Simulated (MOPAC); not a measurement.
A run for MOPAC: PM6 on Cl2Si (SMILES Cl[Si]Cl), 2S+1 = 3, a spin state set in the input, which need not be the lowest.

```
PM6 1SCF PRECISE CHARGE=0 UHF MS=1 THREADS=1
Cl2Si

Cl    -1.77127794 1    -0.30940323 1     0.00000000 1
Si    -0.00049390 1     0.74856931 1     0.00000000 1
Cl     1.77168468 1    -0.30706562 1     0.00000000 1
```

The log:

```
*******************************************************************************
 **                                                                           **
 **                              MOPAC v23.2.5                                **
 **                                                                           **
 *******************************************************************************
 ** MOPAC's Digital Object Identifier: https://doi.org/10.5281/zenodo.6511958 **
 **                                                                           **
 ** Please cite the open-source release paper for use of this MOPAC version:  **
 ** J. E. Moussa and J. J. P. Stewart (2026)                                  **
 ** MOPAC: An open-source semiempirical molecular orbital program             **
 ** J. Open Source Softw., 11(119), 8025, https://doi.org/10.21105/joss.08025 **
 *******************************************************************************

                              PM6 CALCULATION RESULTS

 *******************************************************************************
 *  PM6        - The PM6 Hamiltonian to be used
 *  UHF        - UNRESTRICTED HARTREE-FOCK CALCULATION
 *
 *
 *
 *                 CHARGE ON SYSTEM = 0
 *
 *
 *
 *  MS=        - IN MECI, MAGNETIC COMPONENT OF SPIN =  1.0
 *  PRECISE    - TIGHTER CRITERIA TO BE USED
 *  1SCF       - DO 1 SCF AND THEN STOP
 *  THREADS=1  - MULTI-THREADING NOT USED
 *  T=         - A TIME OF 172800.0 SECONDS REQUESTED
 *  DUMP=N     - RESTART FILE WRITTEN EVERY 7200.0 SECONDS REQUESTED
 *******************************************************************************
PM6 1SCF PRECISE CHARGE=0 UHF MS=1 THREADS=1
 Cl2Si

   ATOM   CHEMICAL          X               Y               Z
  NUMBER   SYMBOL      (ANGSTROMS)     (ANGSTROMS)     (ANGSTROMS)

     1      Cl         -1.77127794  *  -0.30940323  *   0.00000000  *
     2      Si         -0.00049390  *   0.74856931  *   0.00000000  *
     3      Cl          1.77168468  *  -0.30706562  *   0.00000000  *



          CARTESIAN COORDINATES

    NO.       ATOM           X           Y           Z

     1        Cl         -1.7713     -0.3094      0.0000
     2        Si         -0.0005      0.7486      0.0000
     3        Cl          1.7717     -0.3071      0.0000

 General Reference for PM6:
 "Optimization of Parameters for Semiempirical Methods V: Modification of NDDO Approximations
 and Application to 70 Elements", J. J. P. Stewart, J. Mol. Mod., 13, 1173-1213 (2007)
 URL: https://link.springer.com/article/10.1007/s00894-007-0233-4

           Empirical Formula: Cl2 Si  =     3 atoms



      MOLECULAR POINT GROUP   :   C2v


          UHF CALCULATION, NO. OF ALPHA ELECTRONS =   10
                           NO. OF BETA  ELECTRONS =    8

 -------------------------------------------------------------------------------
 PM6 1SCF PRECISE CHARGE=0 UHF MS=1 THREADS=1
 Cl2Si



     1SCF WAS SPECIFIED, SO BFGS WAS NOT USED
     SCF FIELD WAS ACHIEVED


                              PM6 CALCULATION
                                                       MOPAC v23.2.5 Linux




          FINAL HEAT OF FORMATION =         20.15279 KCAL/MOL =      84.31926 KJ/MOL


          COSMO AREA              =        112.30 SQUARE ANGSTROMS
          COSMO VOLUME            =        101.24 CUBIC ANGSTROMS

          IONIZATION POTENTIAL    =          6.512789 EV
          ALPHA SOMO LUMO (EV)    =         -6.513 -1.725
          BETA  SOMO LUMO (EV)    =        -11.462 -3.383
          NO. OF ALPHA ELECTRONS  =         10
          NO. OF BETA  ELECTRONS  =          8
          MOLECULAR WEIGHT        =         98.9915         POINT GROUP:  C2v

          MOLECULAR DIMENSIONS (Angstroms)

            Atom       Atom       Distance
           Cl     3   Cl     1     3.54296
           Si     2   Cl     1     1.05680
           Cl     1   Si     2     0.00000


          SCF CALCULATIONS        =          1





   ATOM   CHEMICAL          X               Y               Z
  NUMBER   SYMBOL      (ANGSTROMS)     (ANGSTROMS)     (ANGSTROMS)

     1      Cl         -1.77127794  *  -0.30940323  *   0.00000000  *
     2      Si         -0.00049390  *   0.74856931  *   0.00000000  *
     3      Cl          1.77168468  *  -0.30706562  *   0.00000000  *

                             CARTESIAN COORDINATES

   1   Cl       -1.771277940    -0.309403230     0.000000000
   2   Si       -0.000493900     0.748569310     0.000000000
   3   Cl        1.771684680    -0.307065620     0.000000000


           Empirical Formula: Cl2 Si  =     3 atoms



      MOLECULAR POINT GROUP   :   C2v


          ALPHA EIGENVALUES
 -26.78032 -26.58972 -17.46919 -14.03455 -12.55490 -12.48732 -11.75922 -11.66308
  -9.80024  -6.51279  -1.72495  -1.36711   1.13882   1.21934   1.35225   1.76249
   2.31616  87.98861  88.14670  88.19971  88.85900  88.85956  88.86463  88.91537
  89.05061  89.18074  89.20906


           BETA EIGENVALUES
 -25.46450 -25.21172 -16.68270 -13.09661 -12.27836 -12.18412 -11.57956 -11.46155
  -3.38333  -0.91029  -0.52886  -0.03047   1.25302   1.34156   1.63158   2.36918
   2.54568  88.25826  88.33523  88.58454  89.07012  89.09889  89.15088  89.21211
  89.27384  89.40261  89.42074


              NET ATOMIC CHARGES AND DIPOLE CONTRIBUTIONS

  ATOM NO.   TYPE          CHARGE      No. of ELECS.   s-Pop       p-Pop       d-Pop
    1         Cl          -0.129572        7.1296     1.99419     5.13387     0.00151
    2         Si           0.259144        3.7409     1.48561     1.78409     0.47115
    3         Cl          -0.129572        7.1296     1.99419     5.13387     0.00151
 DIPOLE           X         Y         Z       TOTAL
 POINT-CHG.    -0.001     1.315     0.000     1.315
 HYBRID         0.000    -0.395     0.000     0.395
 SUM           -0.001     0.920     0.000     0.920


          ATOMIC ORBITAL ELECTRON POPULATIONS

     Atom    s        px        py        pz      x^2-y^2     xz        z^2       yz        xy
    1 Cl   1.99419   1.54988   1.74692   1.83708   0.00042   0.00012   0.00029   0.00001   0.00067
    2 Si   1.48561   1.18004   0.36733   0.23671   0.08322   0.06864   0.03922   0.02022   0.25986
    3 Cl   1.99419   1.54938   1.74741   1.83708   0.00042   0.00012   0.00029   0.00001   0.00067


                    (SZ)    =    1.000000
                    (S**2)  =    2.007092


          ATOMIC ORBITAL SPIN POPULATIONS

    Atom   Total    s     px     py     pz   x^2-y^2  xz     z^2    yz     xy
         Atomic
    1 Cl  0.2900  0.002  0.112  0.182 -0.006  0.000  0.000  0.000 -0.000  0.000
    2 Si  1.4200  0.426  0.659  0.144  0.013  0.017  0.000  0.025 -0.001  0.137
    3 Cl  0.2900  0.002  0.113  0.182 -0.006  0.000  0.000  0.000 -0.000  0.000

 **********************
 *                    *
 * JOB ENDED NORMALLY *
 *                    *
 **********************




 == MOPAC DONE ==
```

The run finished.

Cost: very roughly 0.03 core-seconds.
